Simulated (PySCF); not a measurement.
PySCF input file for F4Te, SMILES F[Te+](F)(F)F, charge +1, multiplicity 2, TDA-LC-ωPBE/def2-SVPD. Geometry: PBE0-D3(BJ)/def2-SVP. The def2 effective core potentials stand for the cores of Te; spin–orbit coupling is left out.

```python
import numpy as np
from pyscf import gto, scf, dft, tdscf

mol = gto.M(
    atom='''
    Te   -0.00000000   -0.00000000   -0.18708552
    F    -0.00000001   -1.90157152   -0.48281371
    F     0.00000001    1.90157152   -0.48281371
    F     1.40630076   -0.00000001    1.02328298
    F    -1.40630075    0.00000001    1.02328300
    ''',
    basis='def2-SVPD',
    ecp={'Te': 'def2-svp'},
    charge=1,
    spin=1,
    max_memory=1600,
    verbose=4,
)
mf = dft.UKS(mol, xc='lc_wpbe').density_fit(auxbasis='def2-universal-jkfit')
mf.grids.level = 3
mf.conv_tol = 1e-9
mf.max_cycle = 100
mf.kernel()
fine, coarse = mf.grids, dft.Grids(mol).set(level=1).build(with_non0tab=True)
for _ in range(3):  # follow internal instabilities
    mf.grids = coarse
    mo, _, stable, _ = mf.stability(return_status=True, nroots=4)
    mf.grids = fine
    if stable:
        break
    mf.kernel(mf.make_rdm1(mo, mf.mo_occ))
mf.grids = dft.Grids(mol).set(level=1).build(with_non0tab=True)  # coarser grid for the response kernel
td = tdscf.TDA(mf)
td.nstates = 10
td.conv_tol = 1e-4
td.positive_eig_threshold = 1e-6
td.kernel(x0=td.get_init_guess(mf, 15))
td.analyze(verbose=3)
```

Output:

```
PySCF version 2.14.0

[INPUT] verbose = 4
[INPUT] num. atoms = 5
[INPUT] num. electrons = 59
[INPUT] charge = 1
[INPUT] spin (= nelec alpha-beta = 2S) = 1
[INPUT] symmetry False subgroup None
[INPUT] Mole.unit = angstrom
[INPUT] Symbol           X                Y                Z      unit          X                Y                Z       unit  Magmom
[INPUT]  1 Te     0.000000000000   0.000000000000  -0.187085520000 AA    0.000000000000   0.000000000000  -0.353540394672 Bohr   0.0
[INPUT]  2 F     -0.000000010000  -1.901571520000  -0.482813710000 AA   -0.000000018897  -3.593449379073  -0.912385681085 Bohr   0.0
[INPUT]  3 F      0.000000010000   1.901571520000  -0.482813710000 AA    0.000000018897   3.593449379073  -0.912385681085 Bohr   0.0
[INPUT]  4 F      1.406300760000  -0.000000010000   1.023282980000 AA    2.657523285168  -0.000000018897   1.933724580129 Bohr   0.0
[INPUT]  5 F     -1.406300750000   0.000000010000   1.023283000000 AA   -2.657523266270   0.000000018897   1.933724617923 Bohr   0.0

nuclear repulsion = 329.656209343017
number of shells = 49
number of NR pGTOs = 202
number of NR cGTOs = 127
basis = def2-SVPD
ecp = {'Te': 'def2-svp'}


[settings echo left out]
init E= -638.393232274569
  alpha nocc = 30  HOMO = -0.94507245419129  LUMO = -0.77343579905859
  beta  nocc = 29  HOMO = -1.00484740914201  LUMO = -0.94507245419128

WARN: HOMO -0.94507245419129 >= LUMO -0.94507245419128

cycle= 1 E= -665.690555377324  delta_E= -27.3  |g|= 1.63  |ddm|= 6.61
  alpha nocc = 30  HOMO = -0.574961418665293  LUMO = -0.13255283458297
  beta  nocc = 29  HOMO = -0.819312621632991  LUMO = -0.38175613696253
  HOMO = -0.574961418665  LUMO = -0.381756136963  gap/eV = 5.25738
cycle= 2 E= -666.091079137867  delta_E= -0.401  |g|= 1.14  |ddm|= 4.53
  alpha nocc = 30  HOMO = -0.682673572109717  LUMO = -0.241649636958112
  beta  nocc = 29  HOMO = -0.745739349575323  LUMO = -0.410715342673811
  HOMO = -0.68267357211  LUMO = -0.410715342674  gap/eV = 7.40036
cycle= 3 E= -666.445613227734  delta_E= -0.355  |g|= 0.328  |ddm|=  1.3
  alpha nocc = 30  HOMO = -0.741282113345921  LUMO = -0.263853205919331
  beta  nocc = 29  HOMO = -0.818973854808157  LUMO = -0.45501134216234
  HOMO = -0.741282113346  LUMO = -0.455011342162  gap/eV = 7.78982
cycle= 4 E= -666.478666091698  delta_E= -0.0331  |g|= 0.0495  |ddm|= 0.217
  alpha nocc = 30  HOMO = -0.741240563785219  LUMO = -0.262412814128588
  beta  nocc = 29  HOMO = -0.811750505277569  LUMO = -0.443768970369096
  HOMO = -0.741240563785  LUMO = -0.443768970369  gap/eV = 8.09461
cycle= 5 E= -666.479787300957  delta_E= -0.00112  |g|= 0.0158  |ddm|= 0.0588
  alpha nocc = 30  HOMO = -0.742725856147338  LUMO = -0.261610527228484
  beta  nocc = 29  HOMO = -0.81466640837611  LUMO = -0.44405266977332
  HOMO = -0.742725856147  LUMO = -0.444052669773  gap/eV = 8.12731
cycle= 6 E= -666.479929665405  delta_E= -0.000142  |g|= 0.00821  |ddm|= 0.0191
  alpha nocc = 30  HOMO = -0.743076636489292  LUMO = -0.26152468617136
  beta  nocc = 29  HOMO = -0.81464198770228  LUMO = -0.442538900114609
  HOMO = -0.743076636489  LUMO = -0.442538900115  gap/eV = 8.17805
cycle= 7 E= -666.480023363421  delta_E= -9.37e-05  |g|= 0.00283  |ddm|= 0.0206
  alpha nocc = 30  HOMO = -0.743497745964405  LUMO = -0.26162465472796
  beta  nocc = 29  HOMO = -0.814559344762321  LUMO = -0.442205600194377
  HOMO = -0.743497745964  LUMO = -0.442205600194  gap/eV = 8.19858
cycle= 8 E= -666.480054649444  delta_E= -3.13e-05  |g|= 0.00129  |ddm|= 0.0146
  alpha nocc = 30  HOMO = -0.743598632585247  LUMO = -0.261689842609677
  beta  nocc = 29  HOMO = -0.814616567820147  LUMO = -0.442085469576039
  HOMO = -0.743598632585  LUMO = -0.442085469576  gap/eV = 8.20459
cycle= 9 E= -666.480063048932  delta_E= -8.4e-06  |g|= 0.000486  |ddm|= 0.00922
  alpha nocc = 30  HOMO = -0.743505970753155  LUMO = -0.261619443793656
  beta  nocc = 29  HOMO = -0.814591240440983  LUMO = -0.442072040770462
  HOMO = -0.743505970753  LUMO = -0.44207204077  gap/eV = 8.20244
cycle= 10 E= -666.480064128607  delta_E= -1.08e-06  |g|= 0.000172  |ddm|= 0.00359
  alpha nocc = 30  HOMO = -0.743516743033954  LUMO = -0.261646309844146
  beta  nocc = 29  HOMO = -0.814594356831519  LUMO = -0.442108754743952
  HOMO = -0.743516743034  LUMO = -0.442108754744  gap/eV = 8.20173
cycle= 11 E= -666.480064192495  delta_E= -6.39e-08  |g|= 4.56e-05  |ddm|= 0.000805
  alpha nocc = 30  HOMO = -0.743511042017989  LUMO = -0.261642996580616
  beta  nocc = 29  HOMO = -0.814591803691694  LUMO = -0.442110926218344
  HOMO = -0.743511042018  LUMO = -0.442110926218  gap/eV = 8.20151
cycle= 12 E= -666.480064197718  delta_E= -5.22e-09  |g|= 1.9e-05  |ddm|= 0.000202
  alpha nocc = 30  HOMO = -0.743511283097778  LUMO = -0.261643283685117
  beta  nocc = 29  HOMO = -0.81459218224846  LUMO = -0.442111785871262
  HOMO = -0.743511283098  LUMO = -0.442111785871  gap/eV = 8.20150
cycle= 13 E= -666.480064198666  delta_E= -9.48e-10  |g|= 9.76e-06  |ddm|= 7.16e-05
  alpha nocc = 30  HOMO = -0.74351010625718  LUMO = -0.261643096551442
  beta  nocc = 29  HOMO = -0.814590619388067  LUMO = -0.442110480564764
  HOMO = -0.743510106257  LUMO = -0.442110480565  gap/eV = 8.20150
Extra cycle  E= -666.480064198847  delta_E= -1.81e-10  |g|= 7.24e-06  |ddm|= 2.4e-05
converged SCF energy = -666.480064198847  <S^2> = 0.76568677  2S+1 = 2.0156257
tot grids = 29232
uhf_internal: lowest eigs of H = [0.22158135 0.22377047 0.23255465 0.24208177]
<class 'pyscf.df.df_jk.DFUKS'> wavefunction is stable in the internal stability analysis
tot grids = 29232
Overwritten attributes  positive_eig_threshold  of <class 'pyscf.tdscf.uks.TDA'>


******** <class 'pyscf.tdscf.uks.TDA'> for <class 'pyscf.df.df_jk.DFUKS'> ********
nstates = 10
deg_eia_thresh = 1.000e-03
wfnsym = None
conv_tol = 0.0001
eigh lindep = 1e-12
eigh level_shift = 0
eigh max_cycle = 100


Excitation energies (eV)
[3.22298899 3.25458401 3.36174938 3.45647878 4.59504864 4.64234597
 4.94813702 4.95797903 5.8478297  6.21725858]

** Excitation energies and oscillator strengths **
Excited State   1:      3.22299 eV    384.69 nm  f=0.0000
Excited State   2:      3.25458 eV    380.95 nm  f=0.0072
Excited State   3:      3.36175 eV    368.81 nm  f=0.0037
Excited State   4:      3.45648 eV    358.70 nm  f=0.0031
Excited State   5:      4.59505 eV    269.82 nm  f=0.0826
Excited State   6:      4.64235 eV    267.07 nm  f=0.0004
Excited State   7:      4.94814 eV    250.57 nm  f=0.0000
Excited State   8:      4.95798 eV    250.07 nm  f=0.0104
Excited State   9:      5.84783 eV    212.02 nm  f=0.0479
Excited State  10:      6.21726 eV    199.42 nm  f=0.0024
```

The calculation finished and met its thresholds.

Cost: very roughly 80 core-seconds.
